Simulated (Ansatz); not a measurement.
Zr2N2. Total charge 0; singlet. Geometry PBE0-D4/def2-TZVP; atoms count from 1.

| atom | x (Å) | y (Å) | z (Å) |
| --- | --- | --- | --- |
| Zr1 | 0.332 | 1.444 | -0.980 |
| Zr2 | 1.041 | -0.179 | 0.813 |
| N3 | -0.710 | -1.122 | 0.473 |
| N4 | -0.663 | -0.143 | -0.306 |

In the def2 sets Zr takes a core potential; there is no spin–orbit coupling. The restricted singlet is unstable towards broken spin symmetry in Hartree–Fock (as tested in another run); at PBE0-D4/def2-TZVP this wasn't settled. Another isomer (triplet) lies 4.15 eV lower at PBE0-D4/def2-TZVP; other spin states weren't run for this one.

(1) Estimate the Mulliken populations from the PBE0/def2-TZVP orbitals of Ansatz.

(2) And the Mayer bond orders between heavy atoms (over 0.3)?

Results:

(1) 
```json
{"atom": "Zr1", "charge (e)": "0.28", "d electrons": "2.65"}
{"atom": "Zr2", "charge (e)": "0.40", "d electrons": "2.66"}
{"atom": "N3", "charge (e)": "-0.41", "d electrons": "–"}
{"atom": "N4", "charge (e)": "-0.28", "d electrons": "–"}
```
Mulliken values depend strongly on the basis.

(2) Zr1–Zr2 2.71 (2.52 Å); Zr1–N4 1.07 (1.99 Å); Zr2–N3 1.21 (2.02 Å); Zr2–N4 0.72 (2.04 Å); N3–N4 1.37 (1.25 Å).
